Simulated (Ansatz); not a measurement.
`[NH2][AlH][C](=O)O[SiH3]` at its PBE0-D4/def2-TZVP geometry, where that method's forces vanish. Charge 0, multiplicity 1.

```xyz
12

N     0.4656    2.6358    0.4466
Al    0.4186    1.6974   -1.0394
C     0.0192   -0.2603   -0.8073
O    -0.0516   -1.0637   -1.7077
O    -0.1743   -0.6583    0.4727
Si   -0.5056   -2.3057    0.7136
H     0.6513    3.6229    0.5197
H     0.3037    2.2371    1.3581
H     0.6707    2.3345   -2.4572
H    -0.6556   -2.3942    2.1850
H    -1.7687   -2.6986    0.0500
H     0.6267   -3.1470    0.2660
```

(1) What forces (eV/Å) does ωB97M-V/def2-TZVPP give on these atoms in Ansatz? (An estimate is asked.)

## Answers

(1) Ansatz gave: 
```
N1  -0.002 -0.010  0.000
Al2  0.023  0.049 -0.176
C3   0.073  0.292 -0.152
O4  -0.020 -0.130 -0.058
O5  -0.033 -0.073  0.209
Si6 -0.045 -0.208  0.051
H7  -0.009 -0.032  0.024
H8   0.009  0.032 -0.012
H9  -0.029 -0.080  0.158
H10  0.018  0.006 -0.176
H11  0.157  0.050  0.079
H12 -0.141  0.104  0.054
```
